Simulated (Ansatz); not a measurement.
ZnI2⁻. The state is a doublet with charge -1. Geometry r2SCAN-D4/def2-TZVPD, basis def2-TZVPD, Ansatz.

```csv
atom,x (Å),y (Å),z (Å)
Zn1,-0.4653,1.0950,-1.6555
I2,1.8035,-0.2111,0.6126
I3,-1.3382,-0.8839,1.0429
```

```tsv
run	HOMO (eV)	LUMO (eV)
A	-1.12	-0.45
B	-1.31	-0.33
C	-1.79	0.04
D	-1.86	0.25
E	-1.23	-0.72
```

In the def2 sets I takes a core potential; there is no spin–orbit coupling. B3LYP takes the VWN-RPA correlation. In the doublet, I2 and I3 lie 3.24 Å apart (atoms count from 1), so these atoms are partly bonded to each other. Another isomer (doublet) lies 1.43 eV lower at PBE0-D4/def2-TZVPD; other spin states weren't run for this one.

HOMO and LUMO are taken over both spins.

**Question.** The runs used B3LYP, LDA (SPW92), PBE, PBE0, r2SCAN. Estimate which is which.

**Answer.** A PBE (0 % exact exchange); B r2SCAN (0 % exact exchange); C B3LYP (20 % exact exchange); D PBE0 (25 % exact exchange); E LDA (SPW92) (0 % exact exchange). Exact exchange lowers occupied and raises empty levels; among semilocal functionals meta-GGAs tend to open the gap a little, and such runs are hard to tell apart. The gap grows from 0.50 eV (LDA (SPW92)) to 2.11 eV (PBE0).
